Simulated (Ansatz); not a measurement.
C5HBClF7O2, SMILES `F[B-]1(Cl)OC(C(F)(F)F)=CC(C(F)(F)F)=[O+]1` at its PBE0-D4/def2-TZVP geometry, where that method's forces vanish. Charge 0, multiplicity 1.

```
atom   x (Å)   y (Å)   z (Å)
  F1  -2.646  -1.616  -0.645
  B2  -1.777  -1.034   0.189
 Cl3  -2.179  -1.123   1.957
  O4  -1.647   0.434  -0.189
  C5  -0.535   1.035  -0.118
  C6  -0.634   2.546  -0.335
  F7   0.564   3.117  -0.248
  F8  -1.137   2.797  -1.537
  F9  -1.426   3.082   0.583
 C10   0.681   0.409   0.084
 C11   0.651  -0.973   0.050
 C12   1.934  -1.804   0.027
 F13   2.000  -2.501  -1.100
 F14   3.007  -1.022   0.106
 F15   1.946  -2.643   1.053
 O16  -0.407  -1.664  -0.013
 H17   1.605   0.959   0.136
```

**Question.** For each bond, give half the difference of the two atoms' forces along it (eV/Å; positive pushes the atoms apart) under PBE-D4, r2SCAN-D4, B3LYP-D4, ωB97M-V in def2-TZVPP. (Estimate.)

**Answer.** The calculation gave: 
| bond | length (Å) | PBE-D4 | r2SCAN-D4 | B3LYP-D4 | ωB97M-V |
| --- | --- | --- | --- | --- | --- |
| F1–B2 | 1.337 | 0.42 | 0.04 | 0.09 | 0.15 |
| B2–O16 | 1.521 | -0.12 | -0.04 | -0.01 | 0.08 |
| O4–C5 | 1.265 | 0.79 | 0.44 | 0.24 | 0.04 |
| C5–C6 | 1.529 | -0.56 | -0.34 | -0.25 | -0.03 |
| C5–C10 | 1.383 | -0.07 | -0.03 | -0.01 | 0.00 |
| C6–F8 | 1.327 | 0.64 | 0.29 | 0.29 | 0.13 |
| C6–F9 | 1.325 | 0.65 | 0.29 | 0.29 | 0.13 |
| C10–C11 | 1.383 | -0.07 | -0.03 | -0.01 | 0.00 |
| C10–H17 | 1.077 | 0.04 | -0.08 | -0.12 | -0.14 |
| C11–C12 | 1.529 | -0.56 | -0.34 | -0.25 | -0.03 |
| C11–O16 | 1.265 | 0.79 | 0.44 | 0.24 | 0.04 |
| C12–F13 | 1.327 | 0.64 | 0.29 | 0.29 | 0.13 |
| C12–F14 | 1.330 | 0.60 | 0.26 | 0.29 | 0.15 |
| C12–F15 | 1.325 | 0.64 | 0.29 | 0.29 | 0.13 |

B3LYP here is the variant with VWN-RPA as its local correlation; programs differ in this.

Computed with Ansatz.
